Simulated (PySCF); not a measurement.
PySCF input (HF/def2-TZVPD):

```python
from pyscf import gto, scf, dft

mol = gto.M(
    atom='''
    Ga    0.84161737    0.39348325    0.27558982
    I    -0.57027994    1.57854338   -1.50881812
    I     0.07801318   -1.80869395    1.34762407
    ''',
    basis='def2-tzvpd',
    ecp='def2-tzvp',
    charge=0,
    spin=1,
    verbose=4,
)

mf = scf.UHF(mol).density_fit(auxbasis='def2-universal-jkfit')
mf.conv_tol = 1e-9
mf.max_cycle = 100
mf.max_memory = 1500
mf.kernel()
if not mf.converged:
    mf = mf.newton()
    mf.kernel(mf.make_rdm1())
for _ in range(2):
    mo, _, stable, _ = mf.stability(return_status=True)
    if stable:
        break
    mf.kernel(mf.make_rdm1(mo, mf.mo_occ))
mf.analyze()
```

End of the output:

```
Extra cycle  E= -2516.67523974218  delta_E= -1.44e-10  |g|= 5.96e-06  |ddm|= 1.8e-05
converged SCF energy = -2516.67523974218  <S^2> = 0.76947397  2S+1 = 2.0193801
uhf_internal: lowest eigs of H = [0.18282652 0.22526664 0.25443788]
<class 'pyscf.df.df_jk.DFUHF'> wavefunction is stable in the internal stability analysis
**** SCF Summaries ****
Total Energy =                       -2516.675239742182839
Nuclear Repulsion Energy =             393.567018048827208
One-electron Energy =                -4505.515645742686502
Two-electron Energy =                 1595.273387951676114
Two-electron Coulomb Energy =         1711.289940363222968
DFT Exchange-Correlation Energy =     -116.016552411546854
HOMO-LUMO gap [eV] =                     8.058493071857397
**** MO energy ****
                             alpha | beta                alpha | beta
MO #1   energy= -378.888906618242  | -378.886846547254  occ= 1 | 1
MO #2   energy= -48.238358860651   | -48.2365868019472  occ= 1 | 1
MO #3   energy= -42.5654316736824  | -42.5653329933416  occ= 1 | 1
MO #4   energy= -42.5648236291517  | -42.5633944691742  occ= 1 | 1
MO #5   energy= -42.5637656499469  | -42.5633617974901  occ= 1 | 1
MO #6   energy= -7.73718510132736  | -7.73530777385703  occ= 1 | 1
MO #7   energy= -7.73718439776468  | -7.73530627820102  occ= 1 | 1
MO #8   energy= -6.4671298106317   | -6.46131960987864  occ= 1 | 1
MO #9   energy= -5.59012355470056  | -5.58557540439795  occ= 1 | 1
MO #10  energy= -5.59012328908912  | -5.58557349522195  occ= 1 | 1
MO #11  energy= -5.58299818352141  | -5.58271950516934  occ= 1 | 1
MO #12  energy= -5.5829979675032   | -5.58271858597642  occ= 1 | 1
MO #13  energy= -5.58253333664318  | -5.5818941757807   occ= 1 | 1
MO #14  energy= -5.58253307723182  | -5.58189306993761  occ= 1 | 1
MO #15  energy= -4.55841154772204  | -4.55617405157643  occ= 1 | 1
MO #16  energy= -4.557064481648    | -4.55417016007926  occ= 1 | 1
MO #17  energy= -4.55334183038535  | -4.55098903812213  occ= 1 | 1
MO #18  energy= -2.28408042623644  | -2.28164396310914  occ= 1 | 1
MO #19  energy= -2.28407581675729  | -2.2816108970029   occ= 1 | 1
MO #20  energy= -2.28159212267058  | -2.27957421853595  occ= 1 | 1
MO #21  energy= -2.28158861755183  | -2.27955183792943  occ= 1 | 1
MO #22  energy= -2.2810518079603   | -2.27886958729661  occ= 1 | 1
MO #23  energy= -2.28105129137994  | -2.27884703386445  occ= 1 | 1
MO #24  energy= -2.27461068882752  | -2.27434501237313  occ= 1 | 1
MO #25  energy= -2.27460288404658  | -2.27433837179053  occ= 1 | 1
MO #26  energy= -2.27459969789575  | -2.274322520523    occ= 1 | 1
MO #27  energy= -2.27459242187262  | -2.27431596770519  occ= 1 | 1
MO #28  energy= -1.2694429588572   | -1.26734087678239  occ= 1 | 1
MO #29  energy= -1.26763587080255  | -1.26586416353138  occ= 1 | 1
MO #30  energy= -1.26639371923307  | -1.26532456072419  occ= 1 | 1
MO #31  energy= -1.26464438057275  | -1.26368001053667  occ= 1 | 1
MO #32  energy= -1.26389014838981  | -1.26143526931953  occ= 1 | 1
MO #33  energy= -0.90398452123785  | -0.887176872763132 occ= 1 | 1
MO #34  energy= -0.89181200177462  | -0.874799688495156 occ= 1 | 1
MO #35  energy= -0.559136068318247 | -0.514414047186485 occ= 1 | 1
MO #36  energy= -0.441222709061104 | -0.406142596374175 occ= 1 | 1
MO #37  energy= -0.404051290623085 | -0.391842949068345 occ= 1 | 1
MO #38  energy= -0.395322151285348 | -0.38968126920086  occ= 1 | 1
MO #39  energy= -0.38017688061176  | -0.377427135420397 occ= 1 | 1
MO #40  energy= -0.375513514817388 | -0.372110791547092 occ= 1 | 1
MO #41  energy= -0.327085135834046 | -0.0309409752266259 occ= 1 | 0
MO #42  energy= 0.00692235480486861 | 0.0300491442442024 occ= 0 | 0
MO #43  energy= 0.0380840531349881 | 0.0420993185133985 occ= 0 | 0
MO #44  energy= 0.0420191751665458 | 0.0431649348306576 occ= 0 | 0
MO #45  energy= 0.0498339799304333 | 0.0565347380713322 occ= 0 | 0
MO #46  energy= 0.0573355025558473 | 0.0603288033585115 occ= 0 | 0
MO #47  energy= 0.0624439777791591 | 0.0650029781761557 occ= 0 | 0
MO #48  energy= 0.0665970274049994 | 0.0668807451830388 occ= 0 | 0
MO #49  energy= 0.0668013885470768 | 0.0669294145842546 occ= 0 | 0
MO #50  energy= 0.0803444564064271 | 0.0894847627773208 occ= 0 | 0
MO #51  energy= 0.0940228169343076 | 0.107524000549017  occ= 0 | 0
MO #52  energy= 0.116863701789536  | 0.118069965637714  occ= 0 | 0
MO #53  energy= 0.1295423737113    | 0.133359553672954  occ= 0 | 0
MO #54  energy= 0.150467240322481  | 0.151663745059135  occ= 0 | 0
MO #55  energy= 0.151445399322212  | 0.155527081670578  occ= 0 | 0
MO #56  energy= 0.155846404803987  | 0.164926214905229  occ= 0 | 0
MO #57  energy= 0.17802133286636   | 0.182013423422576  occ= 0 | 0
MO #58  energy= 0.187777879806662  | 0.188692471788156  occ= 0 | 0
MO #59  energy= 0.187812326969523  | 0.19225625897407   occ= 0 | 0
MO #60  energy= 0.201863511949889  | 0.210717457913951  occ= 0 | 0
MO #61  energy= 0.202565021441419  | 0.210949643096938  occ= 0 | 0
MO #62  energy= 0.209940120876978  | 0.216847313973867  occ= 0 | 0
MO #63  energy= 0.216990671892432  | 0.22006855378486   occ= 0 | 0
MO #64  energy= 0.219918620329578  | 0.22552217427879   occ= 0 | 0
MO #65  energy= 0.222457948597005  | 0.22690125532977   occ= 0 | 0
MO #66  energy= 0.224529405401685  | 0.227294516531822  occ= 0 | 0
MO #67  energy= 0.237313508730067  | 0.24409061906454   occ= 0 | 0
MO #68  energy= 0.248882332612502  | 0.257546146605949  occ= 0 | 0
MO #69  energy= 0.331530196078811  | 0.338344833533191  occ= 0 | 0
MO #70  energy= 0.341974259658405  | 0.34619565389879   occ= 0 | 0
MO #71  energy= 0.359758159078976  | 0.372599418377435  occ= 0 | 0
MO #72  energy= 0.361258607001111  | 0.37282406838682   occ= 0 | 0
MO #73  energy= 0.371743223322322  | 0.373523574513561  occ= 0 | 0
MO #74  energy= 0.384103709560877  | 0.384801358057698  occ= 0 | 0
MO #75  energy= 0.397180871984311  | 0.404955196138095  occ= 0 | 0
MO #76  energy= 0.417371674769827  | 0.418931363918173  occ= 0 | 0
MO #77  energy= 0.421171155076671  | 0.424836448864706  occ= 0 | 0
MO #78  energy= 0.443849853736244  | 0.450208892176444  occ= 0 | 0
MO #79  energy= 0.447568136246277  | 0.453438464443121  occ= 0 | 0
MO #80  energy= 0.454340402274053  | 0.463926788788099  occ= 0 | 0
MO #81  energy= 0.466625048439783  | 0.492559736846047  occ= 0 | 0
MO #82  energy= 0.497876519807702  | 0.499244633266761  occ= 0 | 0
MO #83  energy= 0.500472303908893  | 0.500979482651922  occ= 0 | 0
MO #84  energy= 0.504809563869631  | 0.514259641110678  occ= 0 | 0
MO #85  energy= 0.513402399589616  | 0.523188433924159  occ= 0 | 0
MO #86  energy= 0.534067263852871  | 0.539139648057926  occ= 0 | 0
MO #87  energy= 0.549594821704465  | 0.557618079803894  occ= 0 | 0
MO #88  energy= 0.560749102839154  | 0.575636700852835  occ= 0 | 0
MO #89  energy= 0.586709260611245  | 0.598067559809192  occ= 0 | 0
MO #90  energy= 0.593190666143913  | 0.609962048337142  occ= 0 | 0
MO #91  energy= 0.618901835989354  | 0.628840652210569  occ= 0 | 0
MO #92  energy= 0.647476188378438  | 0.660919655935123  occ= 0 | 0
MO #93  energy= 0.670410592862281  | 0.681038459234753  occ= 0 | 0
MO #94  energy= 0.911155778803521  | 0.916266338169539  occ= 0 | 0
MO #95  energy= 0.936528454644023  | 0.941414682330566  occ= 0 | 0
MO #96  energy= 0.947323975114791  | 0.948066381418318  occ= 0 | 0
MO #97  energy= 0.967084531244488  | 0.974689865514365  occ= 0 | 0
MO #98  energy= 0.970521192545157  | 0.981186708137632  occ= 0 | 0
MO #99  energy= 0.982560352078306  | 0.991767642561378  occ= 0 | 0
MO #100 energy= 1.00699799078543   | 1.01294737245242   occ= 0 | 0
MO #101 energy= 1.00736712076753   | 1.01553156410831   occ= 0 | 0
MO #102 energy= 1.04162755435424   | 1.05915960276544   occ= 0 | 0
MO #103 energy= 1.05150111756798   | 1.07339396478289   occ= 0 | 0
MO #104 energy= 1.07230469946579   | 1.09073230012794   occ= 0 | 0
[...]
```

It need not be the lowest isomer of its formula.
